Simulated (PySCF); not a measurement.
C₂H₇ClSi₂, SMILES Cl[Si@@H]1CC[SiH2]1.

Geometry optimised at PBE0-D3(BJ)/def2-SVP. The structure was generated by enumeration; whether it is a known compound was not checked.

Level of theory: TDDFT-PBE/def2-SVPD run with PySCF.

Vertical excitations. The molecule is in vacuum.

Q: Give excitation energies, oscillator strengths and character. (An estimate is asked for; the answer gives what the named calculation found.)

A: 
| state | energy (eV) | λ (nm) | f | main pairs |
|---|---|---|---|---|
| S1 | 5.51 | 225 | 0.014 | HOMO→LUMO 92 % |
| S2 | 5.86 | 212 | 0.011 | HOMO−1→LUMO 96 % |
| S3 | 5.94 | 209 | 0.085 | HOMO→LUMO+1 52 %, HOMO→LUMO+2 24 %, HOMO−1→LUMO+1 15 % |
| S4 | 6.12 | 203 | 0.107 | HOMO→LUMO+2 55 %, HOMO→LUMO+1 30 % |
| S5 | 6.13 | 202 | 0.015 | HOMO−1→LUMO+1 81 % |
| S6 | 6.47 | 192 | 0.004 | HOMO−1→LUMO+2 89 % |
| S7 | 6.53 | 190 | 0.034 | HOMO→LUMO+3 82 % |
| S8 | 6.61 | 188 | 0.020 | HOMO−2→LUMO 89 % |
| S9 | 6.80 | 182 | 0.010 | HOMO→LUMO+4 93 % |
| S10 | 6.89 | 180 | 0.002 | HOMO−2→LUMO+1 87 % |
| T1 | 4.85 | 255 | 0 | HOMO→LUMO 97 % |
| T2 | 5.15 | 241 | 0 | HOMO→LUMO+1 96 % |
| T3 | 5.53 | 224 | 0 | HOMO−1→LUMO 99 % |
| T4 | 5.60 | 222 | 0 | HOMO→LUMO+2 96 % |
Triplets are in the Tamm–Dancoff approximation, which puts them higher than full response would, so one can lie above its singlet here.
